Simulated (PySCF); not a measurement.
A structure optimised at PBE-D3(BJ)/def2-TZVP, used in a PySCF frequency run:

```
C
H 1 1.1015
H 1 1.1015 2 109.03
H 1 1.1015 2 109.03 3 118.93
Al 1 1.9106 2 109.91 3 -120.53
H 5 1.5705 4 155.62 1 180.00
```
Charge +1, spin multiplicity 1.

### Question
Write its SMILES and formula.

### Answer
[CH3][AlH+], CH4Al

### Question
What are its rotational constants (standard atomic weights)?

### Answer
155.81, 11.189, 11.189 GHz
